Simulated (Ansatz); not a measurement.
The cluster Hf₃Si₂, relaxed as a singlet with RKS PBE-D4/def2-SVP in Ansatz, starting from the GFN2-xTB geometry. Force threshold 0.02 eV/Å.

In the def2 sets Hf takes a core potential; there is no spin–orbit coupling. The restricted singlet is unstable towards broken spin symmetry at other levels; at PBE-D4/def2-SVP this wasn't settled. The relaxation made no stability test and no search for a lower SCF solution. At PBE-D4/def2-SVP a triplet of charge 0 lies 0.29 eV below the restricted singlet, each at its own geometry. The structure comes from a short search, and lower isomers may exist.

Start:

Cartesian coordinates in Å:
```
Hf 1.0514 -1.3538 -0.3724
Hf 0.2687 1.4248 0.7445
Hf -2.0458 0.2519 -0.4636
Si 0.6568 0.7126 -1.9050
Si 0.0689 -1.0355 1.9965
```

```
        step  energy (eV)  largest force component (eV/Å)  SCF passes
           1  -19658.7124                           2.810          50
           2  -19659.8005                           2.074          39
           3  -19660.4895                           1.173          40
           4  -19660.7648                           0.494          48
           5  -19660.8063                           0.496          41
           6  -19660.8197                           0.078          36
           7  -19660.8207                           0.167          44
           8  -19660.8315                           0.127          39
9 (rejected)  -19660.7353                           0.644          42
          10  -19660.8438                           0.077          37
          11  -19660.8458                           0.042          36
          12  -19660.8460                           0.012          30
```

Force components are those of the run's own axes.

End:

Cartesian coordinates in Å:
```
Hf 0.8875 -1.3356 -0.4379
Hf 0.4446 1.4244 0.7321
Hf -1.5726 -0.1045 -0.3472
Si 0.4611 0.8206 -1.7616
Si -0.2205 -0.8050 1.8147
```

By distances, no bond broke or formed. The bond that changes most is Hf3–Si5, from 3.49 to 2.64 Å (atoms count from 1).

No frequencies were taken in this run, so the end may be a saddle point.

Run time 26 s (4 threads of Arm Neoverse V2 on a shared host).
